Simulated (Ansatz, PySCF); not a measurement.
Process, species as SMILES: [Cl][Ge][Cl] -> [Cl][Ge][Cl] as doublet, charge +1 + e-
Each molecule is optimised on its own at B3LYP-D3(BJ)/def2-TZVP (Ansatz, an electronic-structure program). A spin state is the lowest found, not a proven ground state.
Geometry of the first species:
```
Ge
Cl 1 2.2046
Cl 1 2.2046 2 100.44
```
Charge 0, spin multiplicity 1.

Quantity: adiabatic ionisation energy (0 K, with B3LYP-D3(BJ) harmonic zero-point energies from PySCF), in eV. Valence correlation only, unless marked. UHF or UKS for open shells. Spin-orbit coupling is left out. Frozen are the shells of the preceding noble gas and the d and f shells that filled before the atom's block. No relativistic terms. CBS(X,Y): correlation extrapolated as X^-3; Hartree-Fock from the larger set. The bracket is a focal-point correction in the basis named.

| level | program | adiabatic ionisation energy (eV) |
|---|---|---|
| HF/6-31G* | Ansatz | 9.35 |
| HF/def2-TZVPP | Ansatz | 9.15 |
| revPBE-D4/def2-TZVPD | Ansatz + dftd4 | 9.84 |
| BP86-D3(BJ)/def2-TZVPD | PySCF + dftd3 | 10.02 |
| r2SCAN/def2-TZVPD | Ansatz | 9.91 |
| PBE0-D3(BJ)/def2-TZVPD | Ansatz + dftd3 | 9.94 |
| PBE0-D4/def2-TZVP | Ansatz + dftd4 | 9.93 |

Question: Predict the RI-MP2/CBS(def2-TZVPPD,def2-QZVPPD)+[CCSD(T)-MP2]/def2-TZVPPD result (Ansatz).

Answer: 10.03 eV, so PBE0-D4/def2-TZVP differs from it by -0.10 eV.
